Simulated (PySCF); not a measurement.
LiCl, SMILES [Li][Cl].

Geometry: PBE0-D3(BJ)/def2-TZVPD.

All values below come from C-PCM-PBE0/def2-TZVPD in PySCF.

The values are the electrostatic part of the solvation free energy, E(continuum) − E(gas) at the gas-phase geometry, in a cavity of scaled van der Waals radii (PySCF's table); cavitation and dispersion terms are not included. A continuum can't describe solvent molecules that bind to the metal. In vacuum the orbital gap is 5.82 eV. The dipole moment in vacuum is 7.02 D.

Computed values in water (ε = 78.36), 2-propanol (ε = 19.26), acetonitrile (ε = 35.69):
| solvent | ε | ΔG(elec) (kcal/mol) | dipole (D) | gap (eV) |
|---|---|---|---|---|
| water | 78.36 | -18.0 | 8.11 | 7.83 |
| 2-propanol | 19.26 | -17.2 | 8.06 | 7.76 |
| acetonitrile | 35.69 | -17.7 | 8.09 | 7.80 |
